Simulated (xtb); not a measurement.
C₃H₈Si, charge -1, doublet, from a rough starting geometry (a state made from the parent by changing its charge; the spin is typed, not shown lowest); GFN2-xTB in xtb.

Here is a job for xtb.
```
$ xtb mol.xyz --gfn 2 --chrg -1 --uhf 1 --opt vtight --json

# file mol.xyz
12

C      0.75534458     0.25567952     0.73629376
C      0.78753915    -0.89719990    -0.34323679
Si    -0.97851899    -0.46758243    -0.84313554
C     -0.60477123     0.99093118     0.31407314
H      1.55108709     0.96972342     0.80715736
H      0.60116422    -0.19293707     1.78421297
H      1.56720188    -0.63496228    -1.04945086
H      1.04841556    -1.74885934     0.15433753
H     -1.96908630    -1.46216246    -0.34318100
H     -1.17769016    -0.11396362    -2.27221334
H     -0.33110716     1.90073026    -0.18305924
H     -1.20579299     1.22727866     1.13305567
```

It wrote (shortened):

```
   ID    Z sym.   atoms
    1    6 C      1, 2, 4
    2   14 Si     3
    3    1 H      5-12

           -------------------------------------------------
          |                Calculation Setup                |
           -------------------------------------------------

molecular fragmentation (1/2 indicates fragments):
111112111211
# atoms in fragment 1/2:    10     2
 fragment masses (1/2) :       70.17        2.02
CMA distance (Bohr)    :   0.153
constraining FC (au)   :  0.0500

           -------------------------------------------------
          |                 G F N 2 - x T B                 |
           -------------------------------------------------

          ...................................................
          :                      SETUP                      :
          :.................................................:
          :  # basis functions                  30          :
          :  # atomic orbitals                  29          :
          :  # shells                           17          :
          :  # electrons                        25          :
          :  max. iterations                   250          :
          :  Hamiltonian                  GFN2-xTB          :
          :  restarted?                      false          :
          :  GBSA solvation                  false          :
          :  PC potential                    false          :
          :  electronic temp.          300.0000000     K    :
          :  accuracy                    1.0000000          :
          :  -> integral cutoff          0.2500000E+02      :
          :  -> integral neglect         0.1000000E-07      :
          :  -> SCF convergence          0.1000000E-05 Eh   :
          :  -> wf. convergence          0.1000000E-03 e    :
          :  Broyden damping             0.4000000          :
          :  net charge                         -1          :
          :  unpaired electrons                  1          :
          ...................................................

 iter      E             dE          RMSdq      gap      omega  full diag
   1    -12.3763710 -0.123764E+02  0.634E+00    0.87       0.0  T
   2    -12.4337324 -0.573615E-01  0.393E+00    1.01       1.0  T
   3    -12.4353352 -0.160275E-02  0.189E+00    1.06       1.0  T
   4    -12.4358468 -0.511627E-03  0.727E-01    1.07       1.0  T
   5    -12.4367329 -0.886100E-03  0.352E-01    1.07       1.0  T
   6    -12.4367543 -0.213763E-04  0.792E-02    1.05       1.0  T
   7    -12.4367654 -0.111531E-04  0.473E-02    1.06       1.0  T
   8    -12.4367658 -0.333548E-06  0.220E-02    1.06       1.3  T
   9    -12.4367661 -0.355376E-06  0.129E-02    1.06       2.2  T
  10    -12.4367663 -0.195655E-06  0.325E-03    1.06       8.9  T
  11    -12.4367663 -0.368008E-09  0.810E-04    1.06      35.7  T
  12    -12.4367663 -0.205875E-08  0.444E-04    1.06      65.0  T

   *** convergence criteria satisfied after 12 iterations ***

         :::::::::::::::::::::::::::::::::::::::::::::::::::::
         ::                     SUMMARY                     ::
         :::::::::::::::::::::::::::::::::::::::::::::::::::::
         :: total energy             -12.258965271035 Eh    ::
         :: gradient norm              0.153308571957 Eh/a0 ::
         :: HOMO-LUMO gap              1.058498693695 eV    ::
         ::.................................................::
         :: SCC energy               -12.436760426619 Eh    ::
         :: -> isotropic ES            0.110784227106 Eh    ::
         :: -> anisotropic ES          0.009068451074 Eh    ::
         :: -> anisotropic XC          0.002514618949 Eh    ::
         :: -> dispersion             -0.008821297251 Eh    ::
         :: repulsion energy           0.177795155584 Eh    ::
         :: add. restraining           0.000000000000 Eh    ::
         :: total charge              -1.000000000000 e     ::
         :::::::::::::::::::::::::::::::::::::::::::::::::::::

      -----------------------------------------------------------
     |                   =====================                   |
     |                        A N C O P T                        |
     |                   =====================                   |
     |               Approximate Normal Coordinate               |
     |                Rational Function Optimizer                |
      -----------------------------------------------------------
      -----------------------------------------------------------
     |                   =====================                   |
     |                        A N C O P T                        |
     |                   =====================                   |
     |               Approximate Normal Coordinate               |
     |                Rational Function Optimizer                |
      -----------------------------------------------------------

          ...................................................
          :                      SETUP                      :
          :.................................................:
          :   optimization level         verytight          :
          :   max. optcycles                   240          :
          :   ANC micro-cycles                  20          :
          :   degrees of freedom                30          :
          :.................................................:
          :   RF solver                   davidson          :
          :   write xtbopt.log                true          :
          :   linear?                        false          :
          :   energy convergence         0.1000000E-06 Eh   :
          :   grad. convergence          0.2000000E-03 Eh/α :
          :   maxmium RF displ.          1.0000000          :
          :   Hlow (freq-cutoff)         0.1000000E-01      :
          :   Hmax (freq-cutoff)         5.0000000          :
          :   S6 in model hess.         20.0000000          :
[...]
 * total energy  :   -12.3026634 Eh     change       -0.5982396E-03 Eh
 * total energy  :   -12.3034680 Eh     change       -0.8046335E-03 Eh
 * total energy  :   -12.3035958 Eh     change       -0.1277493E-03 Eh
 * total energy  :   -12.3036532 Eh     change       -0.5748899E-04 Eh
 * total energy  :   -12.3036910 Eh     change       -0.3773161E-04 Eh
 * total energy  :   -12.3037308 Eh     change       -0.3987053E-04 Eh
 * total energy  :   -12.3037505 Eh     change       -0.1967813E-04 Eh
 * total energy  :   -12.3037627 Eh     change       -0.1214244E-04 Eh
 * total energy  :   -12.3037647 Eh     change       -0.2013322E-05 Eh
 * total energy  :   -12.3037649 Eh     change       -0.2097891E-06 Eh
 * total energy  :   -12.3037650 Eh     change       -0.1251749E-06 Eh
 * total energy  :   -12.3037650 Eh     change       -0.7487770E-08 Eh
   *** GEOMETRY OPTIMIZATION CONVERGED AFTER 33 ITERATIONS ***
         :: total energy             -12.303765025841 Eh    ::
[...]
         :: SCC energy               -12.451267797628 Eh    ::
         :: -> isotropic ES            0.109727518813 Eh    ::
         :: -> anisotropic ES          0.010149746855 Eh    ::
         :: -> anisotropic XC          0.001816637884 Eh    ::
         :: -> dispersion             -0.009010893158 Eh    ::
         :: repulsion energy           0.147502771788 Eh    ::
         :: add. restraining           0.000000000000 Eh    ::
         :: total charge              -1.000000000000 e     ::
         :::::::::::::::::::::::::::::::::::::::::::::::::::::

           -------------------------------------------------
          |                Property Printout                |
           -------------------------------------------------

    * Orbital Energies and Occupations

         #    Occupation            Energy/Eh            Energy/eV
      -------------------------------------------------------------
         1        2.0000           -0.4638664             -12.6224
         2        2.0000           -0.3987084             -10.8494
         3        2.0000           -0.3723268             -10.1315
         4        2.0000           -0.3395044              -9.2384
         5        2.0000           -0.3143707              -8.5545
         6        2.0000           -0.2914858              -7.9317
         7        2.0000           -0.2648718              -7.2075
         8        2.0000           -0.2375771              -6.4648
         9        2.0000           -0.2368866              -6.4460
        10        2.0000           -0.1982364              -5.3943
        11        2.0000           -0.1739353              -4.7330
        12        2.0000           -0.1464427              -3.9849
        13        1.0000           -0.0311375              -0.8473 (HOMO)
        14                          0.0682459               1.8571 (LUMO)
        15                          0.1493305               4.0635
        16                          0.1699907               4.6257
        17                          0.1955146               5.3202
        18                          0.2620056               7.1295
        19                          0.3008446               8.1864
        20                          0.3267641               8.8917
        21                          0.3401854               9.2569
        22                          0.3479887               9.4693
        23                          0.3934196              10.7055
        24                          0.4091590              11.1338
       ...                                ...                  ...
        29                          1.0541556              28.6850
      -------------------------------------------------------------
                  HL-Gap            0.0993835 Eh            2.7044 eV
             Fermi-level           -0.0351180 Eh           -0.9556 eV

     #   Z          covCN         q      C6AA      α(0)
     1   6 C        4.041    -0.019    20.834     6.484
     2   6 C        3.726    -0.138    23.259     6.886
     3  14 Si       3.728     0.218   104.282    19.550
     4   6 C        3.692    -0.157    23.751     6.973
     5   1 H        0.922    -0.077     4.810     3.430
     6   1 H        0.924    -0.058     4.281     3.236
     7   1 H        0.924    -0.081     4.940     3.476
     8   1 H        0.923    -0.086     5.092     3.529
     9   1 H        0.908    -0.213    11.857     5.387
    10   1 H        0.869    -0.251    15.680     6.201
    11   1 H        0.923    -0.067     4.539     3.332
    12   1 H        0.923    -0.072     4.676     3.382

 Mol. C6AA /au·bohr⁶  :       1991.422632
 Mol. C8AA /au·bohr⁸  :      53884.890867
 Mol. α(0) /au        :         71.864129

Wiberg/Mayer (AO) data.
largest (>0.10) Wiberg bond orders for each atom

 ---------------------------------------------------------------------------
     #   Z sym  total        # sym  WBO       # sym  WBO       # sym  WBO
 ---------------------------------------------------------------------------
     1   6 C    3.980 --     2 C    1.043     4 C    1.036     6 H    0.987
                             5 H    0.971
     2   6 C    3.895 --     1 C    1.043     7 H    1.000     8 H    0.993
                             3 Si   0.757
     3  14 Si   3.122 --     9 H    0.855    10 H    0.833     2 C    0.757
                             4 C    0.755
     4   6 C    3.862 --     1 C    1.036    11 H    0.993    12 H    0.984
                             3 Si   0.755
     5   1 H    0.994 --     1 C    0.971
     6   1 H    0.997 --     1 C    0.987
     7   1 H    0.993 --     2 C    1.000
     8   1 H    0.993 --     2 C    0.993
     9   1 H    0.955 --     3 Si   0.855
    10   1 H    0.933 --     3 Si   0.833
    11   1 H    0.995 --     4 C    0.993
    12   1 H    0.995 --     4 C    0.984
 ---------------------------------------------------------------------------

Topologies differ in total number of bonds
Writing topology from bond orders to xtbtopo.mol

molecular dipole:
                 x           y           z       tot (Debye)
 q only:        0.353       0.531       0.411
   full:        1.321       0.431       1.412       5.035
molecular quadrupole (traceless):
                xx          xy          yy          xz          yz          zz
 q only:       -0.581      -1.646       0.456      -1.699      -5.392       0.126
  q+dip:       -1.954      -1.060       3.610      -6.277      -4.940      -1.656
   full:       -0.605      -1.204       2.423      -5.270      -4.812      -1.818

optimized geometry written to: xtbopt.xyz

           -------------------------------------------------
          | TOTAL ENERGY              -12.303765025841 Eh   |
          | GRADIENT NORM               0.000019352963 Eh/α |
          | HOMO-LUMO GAP               2.704361339232 eV   |
           -------------------------------------------------

normal termination of xtb
```
